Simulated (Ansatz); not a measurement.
Pulling the pair apart

The pair of Ag⁺ (SMILES [Ag+], atom 1) and SiH3Cl (SMILES [SiH3]Cl, atoms 2–6), both closed shells, in one local arrangement (a lower one may exist), relaxed at PBE0-D4/def2-TZVP:

Ag1  (-0.276, -0.543, -2.996)
Si2  (0.206, 0.117, 0.762)
Cl3  (-1.250, 0.032, -0.823)
H4  (1.201, 1.099, 0.296)
H5  (0.730, -1.258, 0.856)
H6  (-0.611, 0.553, 1.906)
(Å)

SiH3Cl is shifted rigidly along the line between the mean atom positions of the two fragments (negative: closer). Counterpoise interaction energies in kJ/mol. Ansatz 0.2.0; basis: def2-TZVPPD; cores frozen in the correlated methods. Filled d shells of the heavier atoms are correlated. Core potentials replace the inner electrons of the atoms past krypton. B3LYP uses VWN-RPA correlation.

```csv
shift (Å),MP2,HF,B3LYP-D4
-0.24,-99.9,-31.1,-113.3
-0.12,-111.8,-56.0,-127.3
0.00,-114.8,-69.7,-131.9
0.12,-112.3,-76.0,-130.5
0.29,-103.7,-77.0,-122.8
0.61,-82.8,-68.0,-102.0
1.22,-49.9,-45.9,-62.2
2.45,-22.2,-22.7,-23.8
```

(1) What does CCSD(T) give at these shifts? (Judge from chemistry; the value comes from the calculation.)

No T1 diagnostic of these runs exceeds 0.012.

Results:

(1) By the calculation: -86.2, -101.4, -107.0, -106.5, -99.9, -81.0, -49.2, -21.7 kJ/mol. For zero shift, CCSD(T) at an estimated basis limit (MP2 extrapolated from triple and quadruple zeta, plus CCSD(T) − MP2 in triple zeta) gives -125.3 kJ/mol. These are counterpoise interaction energies, counted from the two frozen fragments.

For scale, one of the runs: CCSD(T)/def2-TZVPPD, 206 basis functions, launched by `ansatz run in.yaml --threads 4 --pin off --events-out ev --progress --plain --max-ram 9574MiB`. Hardware: 4 CPU threads of an Intel Xeon Platinum 8259CL, shared host. Wall time 47 s; peak host memory 2.9 GiB.
